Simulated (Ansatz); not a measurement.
Ideal-gas functions of ClH4InO2Si, SMILES `[OH][In]([Cl])[O][SiH3]` at 500 K and 1 bar, from an Ansatz frequency run at PBE0-D4/def2-TZVP.

Molar mass 214.39 g/mol, point group Cs (symmetry number 1), electronic degeneracy 1, moments of inertia 138.792, 510.309, 643.18 u Å². Harmonic wavenumbers (cm⁻¹, unscaled): 46, 55, 56, 98, 129, 138, 318, 382, 467, 622, 717, 736, 855, 951, 958, 988, 994, 2161, 2220, 2222, 3866.

Use S(trans) = R[1.5 ln M + 2.5 ln T − 1.1517]; rotational temperatures θ = 24.2544 K / I; S(rot) = R[ln(√π/σ · √(T³/θAθBθC)) + 1.5]; for each mode x = 1.438777 ν̃/T, S = R[x/(eˣ − 1) − ln(1 − e⁻ˣ)] and H = RT x/(eˣ − 1); 1 cm⁻¹ = 0.0119627 kJ/mol; R = 8.31446 J/(mol·K).

Q: By hand: the entropy, in J/(mol·K).

A: Translation 186.5. Rotation: θ = 0.1748, 0.0475, 0.0377 K, giving 128.3. Vibration, mode by mode: 25.13, 23.65, 23.50, 18.87, 16.60, 16.05, 9.34, 7.93, 6.46, 4.50, 3.63, 3.47, 2.65, 2.13, 2.10, 1.96, 1.93, 0.12, 0.10, 0.10, 0.00, in all 170.2. Electronic 0.0. Sum 485.0 J/(mol·K).

Q: By hand: H − E and G − E in kJ/mol, counted from the electronic energy.

A: Zero-point energy ½ × 18979 × 0.0119627 = 113.5; thermal vibration 36.8; translation, rotation and pV give 4 RT = 16.6. H − E = 166.9 kJ/mol, and G − E = 166.9 − 500 × 485.0/1000 = -75.6 kJ/mol.

Vibration gives 35 % of the entropy, 123.8 J/(mol·K) of it from the modes under 150 cm⁻¹: soft modes count most, and the harmonic formula is weakest for them. The sum counts one conformer and one mirror image; others add a mixing term.
